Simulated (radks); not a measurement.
The numbers below are computed, except where a source is named.
Er V, configuration [Xe] 4f10 (the NIST ground configuration).

Code: a radial shooting solver on a logarithmic mesh with Libxc functionals. Model: Dirac Kohn-Sham, LDA (Slater exchange, Perdew-Wang correlation), spin-unpolarised, spherical densities, finite nucleus; open shells are shared between the two j in proportion to 2j + 1; Fermi nuclear charge, rms radius 5.2516 fm.

Energy parts (eV):
part                      energy
total                 -356108.61
kinetic                392890.95
electron-nucleus      -877813.15
Hartree                136131.97
exchange-correlation    -7318.38

Orbitals (lengths in bohr, moments of r in powers of bohr):
| orbital | occ. | eigenvalue (eV) | <r^4> | <r> | <1/r> | <r^2> |
|---|---|---|---|---|---|---|
| 1s1/2 | 2 | -57296.77 | 8.669e-07 | 0.02039 | 77.48 | 0.0005688 |
| 2s1/2 | 2 | -9668.125 | 0.0001342 | 0.08596 | 18.63 | 0.008788 |
| 2p1/2 | 2 | -9215.772 | 0.00008201 | 0.07150 | 18.62 | 0.006334 |
| 2p3/2 | 4 | -8300.096 | 0.0001119 | 0.07877 | 16.15 | 0.007554 |
| 3s1/2 | 2 | -2210.130 | 0.005099 | 0.2252 | 6.816 | 0.05807 |
| 3p1/2 | 2 | -2010.886 | 0.004570 | 0.2148 | 6.737 | 0.05371 |
| 3p3/2 | 4 | -1818.682 | 0.005761 | 0.2285 | 6.105 | 0.06056 |
| 3d3/2 | 4 | -1476.096 | 0.004049 | 0.2014 | 5.992 | 0.04769 |
| 3d5/2 | 6 | -1434.062 | 0.004348 | 0.2056 | 5.838 | 0.04959 |
| 4s1/2 | 2 | -480.1283 | 0.1231 | 0.5073 | 2.863 | 0.2908 |
| 4p1/2 | 2 | -400.3959 | 0.1375 | 0.5158 | 2.757 | 0.3031 |
| 4p3/2 | 4 | -356.6338 | 0.1736 | 0.5471 | 2.537 | 0.3407 |
| 4d3/2 | 4 | -224.8887 | 0.2366 | 0.5735 | 2.321 | 0.3817 |
| 4d5/2 | 6 | -216.8777 | 0.2550 | 0.5844 | 2.268 | 0.3962 |
| 5s1/2 | 2 | -99.4557 | 3.840 | 1.203 | 1.115 | 1.623 |
| 5p1/2 | 2 | -76.3440 | 5.820 | 1.323 | 1.001 | 1.973 |
| 5p3/2 | 4 | -69.8401 | 7.445 | 1.408 | 0.9287 | 2.235 |
| 4f5/2 | 4.28571 | -57.1870 | 1.048 | 0.7221 | 1.775 | 0.6606 |
| 4f7/2 | 5.71429 | -55.9525 | 1.112 | 0.7318 | 1.753 | 0.6794 |

The highest occupied level is 4f7/2 at -55.952 eV. The density falls to 0.001 e/bohr^3 at r = 2.98 bohr. Summed over all electrons, <r^2> = 30.31 bohr^2, which gives a Langevin (diamagnetic) susceptibility term of -24 x 10^-6 cm^3/mol. The electron density at the nucleus is 8.693e+05 e/bohr^3.
